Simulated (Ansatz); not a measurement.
```yaml
crystal:
  periodic: [false, false, false]
  atoms:
    - {symbol: C, position_ang: [-0.421196, 1.762975, 0.611334]}
    - {symbol: Se, position_ang: [0.301836, 0.558733, 1.868132]}
    - {symbol: B, position_ang: [0.592377, -1.249537, 0.771076]}
    - {symbol: Ge, position_ang: [0.166785, -1.244023, -1.061910]}
    - {symbol: H, position_ang: [-1.076136, 1.344455, 0.334603]}
    - {symbol: H, position_ang: [-0.339253, 2.590362, 1.095608]}
    - {symbol: H, position_ang: [0.457331, 1.915772, -0.030338]}
    - {symbol: H, position_ang: [0.915277, -2.122159, 1.743275]}
    - {symbol: H, position_ang: [-1.421250, -0.836121, -1.436209]}
    - {symbol: H, position_ang: [1.164424, -0.272345, -2.061486]}
    - {symbol: H, position_ang: [0.438650, -2.771171, -1.707597]}
basis:
  gaussian: {orbitals: def2-TZVP}
hamiltonian: {xc: {name: rPW86-PBE}, dispersion: rvv10}
relax: {f_tol: 0.001, max_steps: 3}
output: {forces: true}
```

```sh
$ ansatz run in.yaml --threads 4 --pin off --events-out ev --progress --plain --max-ram 10444MiB
```

Shortened log:

```
Functional definition: rPW86-PBE+rVV10
  name "rPW86-PBE+rVV10"
  cite "Murray, Lee & Langreth, J. Chem. Theory Comput. 5, 2754 (2009) doi:10.1021/ct900365q"
  cite "Perdew, Burke & Ernzerhof, Phys. Rev. Lett. 77, 3865 (1996) doi:10.1103/PhysRevLett.77.3865"
  cite "Vydrov & Van Voorhis, J. Chem. Phys. 133, 244103 (2010) doi:10.1063/1.3521275"
  cite "Sabatini, Gorni & de Gironcoli, Phys. Rev. B 87, 041108(R) (2013) doi:10.1103/PhysRevB.87.041108"
  parent "pbe"
  exchange = rpw86_x
  correlation = pbe_c + rvv10(6.3, 0.0093)
1402 factors; their error is unknown
mean field evaluation 1: about -123717.2252 eV, gradient 8.6e1 eV
mean field evaluation 2: about -123692.3022 eV, gradient 1.2e2 eV
mean field evaluation 4: about -123731.3903 eV, gradient 2.1e1 eV
mean field evaluation 8: about -123732.6985 eV, gradient 1.2e-1 eV
mean field evaluation 16: about -123732.6487 eV, gradient 3.8e-3 eV
mean field -123732.64865989 eV, -4547.0909692495 hartree, gradient 2.1e-5 eV, S^2 0.000000; 0 other end points of the search recorded, 0 dependent functions left out
the calculation of the forces begins
reference -123732.64878142 eV, -4547.0909737157 hartree; 42, 42 occupied and 158, 158 virtual orbitals, 1402 factors
relax step   1: F+E_penalty+E_count = -123732.64865989 eV  Δ(F+E_penalty+E_count) = +0.000e0 eV  max|allowed force component| = 1.740e1 eV/Å  Δτ_max = 0.0000 Å  (32 SCF iters, accepted)
these checks for a lower state are left out or cut short: starts, cluster_reference, orbital_swaps, neighbouring_geometries, increment
1402 factors; their error is unknown
mean field -123736.45205866 eV, -4547.2307415762 hartree, gradient 1.5e-5 eV, S^2 0.000000; 0 other end points of the search recorded, 0 dependent functions left out
the calculation of the forces begins
reference -123736.45217804 eV, -4547.2307459632 hartree; 42, 42 occupied and 158, 158 virtual orbitals, 1402 factors
relax step   2: F+E_penalty+E_count = -123736.45205866 eV  Δ(F+E_penalty+E_count) = -3.803e0 eV  max|allowed force component| = 3.351e0 eV/Å  Δτ_max = 0.1948 Å  (38 SCF iters, accepted)
these checks for a lower state are left out or cut short: starts, cluster_reference, orbital_swaps, neighbouring_geometries, increment
1402 factors; their error is unknown
mean field -123736.81944810 eV, -4547.2442428891 hartree, gradient 1.6e-5 eV, S^2 0.000000; 0 other end points of the search recorded, 0 dependent functions left out
the calculation of the forces begins
reference -123736.81956789 eV, -4547.2442472915 hartree; 42, 42 occupied and 158, 158 virtual orbitals, 1402 factors
relax step   3: F+E_penalty+E_count = -123736.81944810 eV  Δ(F+E_penalty+E_count) = -3.674e-1 eV  max|allowed force component| = 1.026e0 eV/Å  Δτ_max = 0.1616 Å  (30 SCF iters, accepted)
Error: geometry relaxation did not converge after 3 steps: max|allowed force component| = 1.03e0 eV/Å (threshold 1.0e-3). Raise `relax.max_steps` over both its present limit and 3, loosen `relax.f_tol`, or start from a geometry closer to equilibrium. Where this run's directory can be resumed (`checkpoint.write`), a resume goes on for up to `relax.max_steps` more
```

(1) Something in this input is off. What?

Results:

(1) The relaxation is allowed too few steps for its threshold. The calculation stopped without meeting its thresholds.
